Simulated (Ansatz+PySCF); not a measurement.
The numbers below are computed, except where a source is named.
H2 → 2 H

H2 (charge 0, multiplicity 1):
```yaml
atoms:
  - { symbol: H, position_ang: [0.0000, 0.0000, -0.3804] }
  - { symbol: H, position_ang: [0.0000, 0.0000, 0.3804] }
```

Shapes relaxed with PBE0/def2-SVP. Single points in def2-SVP with Ansatz (development build ahead of 0.2.0), no zero-point energy. Correlated methods freeze no orbital on H to Be, one on B to Mg, five on Al to Zn, nine on Ga to Sr.

```
           method  reaction energy
  HF (restricted)   81.72 kcal/mol
PBE0 (restricted)  102.40 kcal/mol
```

(1) What does wB97X (restricted) give?

Results:

(1) 104.03 kcal/mol.
